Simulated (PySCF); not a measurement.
SnCl3, SMILES [Cl][Sn+]([Cl])[Cl], charge +1.

Coordinates come from a PBE0-D3(BJ)/def2-SVP optimisation. The spin state was assumed, not searched. The isomer is the one that the SMILES or the coordinates give; other isomers of the formula were not compared. The def2 effective core potentials stand for the cores of Sn; spin–orbit coupling is left out.

Two levels are set side by side: PBE/def2-TZVPD (PySCF) and PBE0/def2-TZVPD (PySCF). Same geometry, gas phase. Differences are taken from unrounded values.

```
quantity                       PBE0
---------------------------  ------
orbital gap (eV)               5.49
highest occupied level (eV)  -15.15
lowest empty level (eV)       -9.66
mean polarisability (bohr³)    73.5
```

Q: What does PBE give, and how far is it from PBE0? (The exact figures need the calculation; the answer reports its results.)

A: 
```
quantity                        PBE  PBE minus PBE0
---------------------------  ------  --------------
orbital gap (eV)               3.20           -2.29
highest occupied level (eV)  -13.70            1.45
lowest empty level (eV)      -10.50           -0.83
mean polarisability (bohr³)    76.5             3.0
```

Without exact exchange PBE keeps part of each electron's self-repulsion, which lifts occupied levels and narrows the gap. Loosely held outer electrons make PBE densities more polarisable. Differences between two approximate levels are no errors against the true value.

Rough cost on one machine, each run with all the roots and properties that it gave: PBE0 against PBE within a factor of 2.
